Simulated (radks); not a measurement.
Results of a calculation; reference values are marked as such.
Problem. Er13+, 55 electrons, occupied as [Kr] 4d10 4f7 5s2. Code: a radial shooting solver on a logarithmic mesh with Libxc functionals. Model: Dirac Kohn-Sham, relativistic LDA (MacDonald-Vosko exchange, VWN5 correlation), spin-unpolarised, spherical densities, finite nucleus; open shells fill j = l - 1/2 first; Fermi nuclear charge, rms radius 5.2516 fm. Some entries of the table are withheld. Estimate them.

| orbital | occ. | eigenvalue (Ry) | r(max) (bohr) | <r> (bohr) |
|---|---|---|---|---|
| 1s1/2 | 2 | -4203.357 | 0.01292 | 0.02046 |
| 2s1/2 | 2 | -723.5747 | 0.07371 | 0.08621 |
| 2p1/2 | 2 | -690.9492 | 0.05529 | 0.07169 |
| 2p3/2 | 4 | -624.3593 | 0.06149 | 0.07893 |
| 3s1/2 | 2 | -177.9942 | 0.2081 | 0.2256 |
| 3p1/2 | 2 | (1) | 0.1955 | 0.2152 |
| 3p3/2 | 4 | (2) | 0.2085 | 0.2288 |
| 3d3/2 | 4 | -124.5416 | 0.1643 | 0.2015 |
| 3d5/2 | 6 | -121.4662 | 0.1680 | 0.2057 |
| 4s1/2 | 2 | -50.80085 | 0.4733 | 0.5037 |
| 4p1/2 | 2 | -44.95887 | 0.4745 | 0.5104 |
| 4p3/2 | 4 | -41.67635 | 0.5013 | 0.5396 |
| 4d3/2 | 4 | -31.94696 | 0.5006 | 0.5577 |
| 4d5/2 | 6 | -31.32565 | 0.5091 | 0.5671 |
| 5s1/2 | 2 | -20.13872 | 1.011 | 1.053 |
| 4f5/2 | 6 | -19.27009 | (3) | 0.6123 |
| 4f7/2 | 1 | -19.15434 | (4) | 0.6171 |

Solution. 
(1) 3p1/2 eigenvalue (Ry): -163.5247
(2) 3p3/2 eigenvalue (Ry): -149.5242
(3) 4f5/2 r(max) (bohr): 0.4746
(4) 4f7/2 r(max) (bohr): 0.4785
